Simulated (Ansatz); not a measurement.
SbH2(OMe) (CH5OSb). The state is a singlet with charge 0. Geometry PBE0-D4/def2-TZVP, basis def2-TZVP, Ansatz.

Cartesian coordinates in Å:
```
Sb 0.042 0.738 -1.540
H 1.193 2.001 -1.555
H 1.262 -0.418 -1.918
O 0.185 0.556 0.420
C -0.526 -0.502 1.010
H -1.588 -0.516 0.725
H -0.474 -0.376 2.096
H -0.095 -1.482 0.762
```

| run | HOMO (eV) | LUMO (eV) |
| --- | --- | --- |
| A | -6.89 | -1.33 |
| B | -7.27 | -0.95 |
| C | -6.17 | -1.75 |
| D | -7.08 | -1.09 |
| E | -9.26 | 0.64 |
| F | -5.75 | -1.79 |

In the def2 sets Sb takes a core potential; there is no spin–orbit coupling. B3LYP takes the VWN-RPA correlation.

The runs used B3LYP, B97M-V, PBE0, r2SCAN0, revPBE, ωB97M-V. Estimate which is which.

A B3LYP (20 % exact exchange); B r2SCAN0 (25 % exact exchange); C B97M-V (0 % exact exchange); D PBE0 (25 % exact exchange); E ωB97M-V (range-separated); F revPBE (0 % exact exchange). Exact exchange lowers occupied and raises empty levels; among semilocal functionals meta-GGAs tend to open the gap a little, and such runs are hard to tell apart. The gap grows from 3.96 eV (revPBE) to 9.89 eV (ωB97M-V).
